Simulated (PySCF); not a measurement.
H2Te.
Structure used (PBE0-D3(BJ)/def2-SVP), in Å, numbered top down from 1:
```
atom  x, y, z in Å
Te1    0.0631    0.7051    0.0645
H2    -1.1539   -0.4285    0.0449
H3     1.2021   -0.5072    0.0410
```

Method: PBE0-D3(BJ)/def2-SVP geometry optimisation, gas phase, def2 core potentials past Kr in PySCF.

Take the most abundant isotopes and a rigid rotor. 

Question: What are A, B and C (GHz)?

Answer: Ia = 2.73, Ib = 2.80, Ic = 5.53 u·Å²; 505379 MHz·u·Å²/I gives 184806, 180480 and 91309 MHz, that is A = 184.81, B = 180.48, C = 91.309 GHz.

Question: What kind of rotor is it?

Answer: A near-oblate asymmetric top. Ray's parameter κ = (2B − A − C)/(A − C) = 0.907; −1 is the prolate and +1 the oblate limit.

Question: Where do the levels up to J = 3 lie, in cm⁻¹?

Answer: Above 0(0,0):
J = 1: 1(0,1) 9.0659, 1(1,1) 9.2102, 1(1,0) 12.1846
J = 2: 2(0,2) 24.3624, 2(1,2) 24.3676, 2(1,1) 33.2908, 2(2,1) 33.7238, 2(2,0) 36.5590
J = 3: 3(0,3) 45.6853, 3(1,3) 45.6854, 3(1,2) 60.8959, 3(2,2) 60.9215, 3(2,1) 69.6315, 3(3,1) 70.4974, 3(3,0) 73.1334

Question: Which lines would a microwave search look for?

Answer: The dipole components are |μa| = 0.00 D, |μb| = 0.35 D, |μc| = 0.00 D; the symmetry axis of this C2v structure is b, so μa and μc vanish by symmetry and there are no a-type or c-type lines. Some lines, for components of 0.1 D or more:

| type | branch | J(Ka,Kc) | MHz | lower level (cm⁻¹) |
| --- | --- | --- | --- | --- |
| b | Q | 1(1,0) ← 1(0,1) | 93498 | 9.066 |
| b | Q | 3(2,1) ← 3(1,2) | 261888 | 60.896 |
| b | Q | 2(1,1) ← 2(0,2) | 267667 | 24.362 |
| b | R | 2(0,2) ← 1(1,1) | 454252 | 9.210 |
| b | Q | 3(2,2) ← 3(1,3) | 456766 | 45.685 |
| b | R | 2(1,2) ← 1(0,1) | 458733 | 9.066 |
| b | R | 3(0,3) ← 2(1,2) | 639089 | 24.368 |
| b | R | 3(1,3) ← 2(0,2) | 639246 | 24.362 |
| b | R | 2(2,1) ← 1(1,0) | 645728 | 12.185 |
| b | R | 3(2,2) ← 2(1,1) | 828346 | 33.291 |
| b | R | 3(3,0) ← 2(2,1) | 1181470 | 33.724 |
| b | R | 3(2,1) ← 2(1,2) | 1356980 | 24.368 |

Question: Estimate the classical rotational partition function at 298.15 K.

Answer: Point group C2v, symmetry number σ = 2; q = (√π/σ)·√((kT/h)³/(ABC)), k/h = 20836.6 MHz/K: 249 at 298.15 K.

No PBE0-D3(BJ)/def2-SVP frequencies stand behind this structure, so it isn't proved a minimum. These are rigid-rotor constants of the computed structure; measured ground-state constants (B0) also hold zero-point vibration.
